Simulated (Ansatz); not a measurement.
C₃H₆BBr, SMILES `C=C(Br)BC`. Total charge 0; spin multiplicity 1.

Z-matrix (Å, degrees):
```
C
B 1 1.548
H 1 1.102 2 105.7
H 1 1.092 2 113.5 3 115.3
H 1 1.091 2 114.5 3 -116.7
C 2 1.548 1 125.1 3 93.4
H 2 1.201 1 120.8 3 -84.0
Br 6 1.909 2 119.5 1 0.1
C 6 1.333 2 122.3 1 179.8
H 9 1.084 6 123.6 2 -179.1
H 9 1.085 6 118.5 2 0.7
```

What are the harmonic wavenumbers in cm⁻¹ at PBE0-D4/def2-TZVP (Ansatz, finite differences of forces, unscaled)? (Estimate.)

Computed: 59, 95, 168, 338, 375, 429, 517, 565, 710, 803, 930, 936, 997, 1040, 1138, 1236, 1325, 1416, 1429, 1457, 1654, 2585, 3007, 3096, 3147, 3152, 3246.

Is this a minimum?

Yes, all 27 modes are real.

Give the ideal-gas thermochemistry at 298.15 K and 1 bar (rigid rotor, harmonic oscillator; point group C1, symmetry number 1).

Zero-point energy 214.4 kJ/mol; H(298) − E = 234.8 kJ/mol; entropy 351.0 J/(mol·K), of which translation 169.8, rotation 114.8, vibration 66.3; G(298) − E = 130.1 kJ/mol. Modes under 100 cm⁻¹ are hindered rotations or soft bends, so the harmonic entropy is rough.

And at 400, 500, 600, 800 and 1000 K?


```json
{"T (K)": "400", "H − E (kJ/mol)": "246.4", "S (J/mol/K)": "384.3", "G − E (kJ/mol)": "92.7"}
{"T (K)": "500", "H − E (kJ/mol)": "259.8", "S (J/mol/K)": "414.1", "G − E (kJ/mol)": "52.7"}
{"T (K)": "600", "H − E (kJ/mol)": "274.8", "S (J/mol/K)": "441.5", "G − E (kJ/mol)": "9.9"}
{"T (K)": "800", "H − E (kJ/mol)": "308.6", "S (J/mol/K)": "490.0", "G − E (kJ/mol)": "-83.4"}
{"T (K)": "1000", "H − E (kJ/mol)": "346.3", "S (J/mol/K)": "532.0", "G − E (kJ/mol)": "-185.7"}
```

Rotational constants (cm⁻¹)?

0.1421, 0.07832, 0.05095.
